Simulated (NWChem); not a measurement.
System: C$_{3}$H$_{6}$OSi; SMILES C=C1OC[SiH2]1

```xyz
11

C      0.4862    -2.0887     0.0000
C      0.1201    -0.8062     0.0000
O     -1.2117    -0.3819     0.0000
C     -1.1115     1.0775     0.0000
Si     0.8021     0.9498     0.0000
H      1.5366    -2.3575     0.0000
H     -0.2469    -2.8914     0.0000
H     -1.5993     1.4847     0.8919
H     -1.5993     1.4847    -0.8919
H      1.5261     1.4271     1.2094
H      1.5261     1.4271    -1.2094
```
Atoms are numbered in this order, from 1.

Computed with NWChem. Pople sets run with spherical d functions. Coordinates come from a B3LYP/6-31G* (spherical d) optimisation. B3LYP is NWChem's, with the RPA form of VWN correlation. GIAO values for the isolated, static molecule; σ is the absolute isotropic shielding, δ = σ(reference) − σ with the isolated reference molecule computed at the same levels (13C: tetramethylsilane, 1H: tetramethylsilane, 29Si: tetramethylsilane).

For level B3LYP/6-311G**:

| Property | Value |
|---|---|
| δ C1 (ppm) | 101.0 |
| δ C2 (ppm) | 173.8 |
| δ C4 (ppm) | 63.1 |
| δ Si5 (ppm) | -26.1 |
| δ H6 (ppm) | 4.19 |
| δ H7 (ppm) | 5.02 |

Task: How do the values read with level B3LYP/6-31G* instead?

Result: 
- δ C1 (ppm) = 94.4
- δ C2 (ppm) = 155.7
- δ C4 (ppm) = 57.5
- δ Si5 (ppm) = -0.7
- δ H6 (ppm) = 3.98
- δ H7 (ppm) = 4.63
